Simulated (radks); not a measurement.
The numbers below are computed, except where a source is named.
Task: The gadolinium ion Gd21+, 43 electrons, occupied as [Kr] 4d7. Level of theory: scalar-relativistic Kohn-Sham, SCAN, spin-polarised, spherical densities, finite nucleus; open shells are filled with parallel spins first (spin-orbit coupling, left out, can overturn this in heavy ions); meta-GGA in the generalised Kohn-Sham scheme; Fermi nuclear charge, rms radius 5.1569 fm (a radial shooting solver on a logarithmic mesh with Libxc functionals). Some entries of the table are withheld. Estimate them.

orbital,occ.,eigenvalue (Ry),<r^2> (bohr^2)
1s up,1,-3730.190,0.0006550
1s down,1,-3730.180,0.0006550
2s up,1,-653.4074,0.01027
2s down,1,-653.2757,0.01027
2p up,3,-585.8838,0.008283
2p down,3,-585.7597,0.008282
3s up,1,-178.4685,0.06757
3s down,1,-178.3918,0.06751
3p up,3,-157.3926,0.06772
3p down,3,-157.2995,0.06764
3d up,5,(1),(2)
3d down,5,(3),(4)
4s up,1,(5),0.3104
4s down,1,(6),0.3111
4p up,3,-59.45316,0.3366
4p down,3,-58.91371,0.3376
4d up,5,-49.21306,0.3626
4d down,2,-48.68377,0.3640

Result: 
(1) 3d up eigenvalue (Ry): -129.7443
(2) 3d up <r^2> (bohr^2): 0.05681
(3) 3d down eigenvalue (Ry): -129.5963
(4) 3d down <r^2> (bohr^2): 0.05677
(5) 4s up eigenvalue (Ry): -66.87728
(6) 4s down eigenvalue (Ry): -66.32777
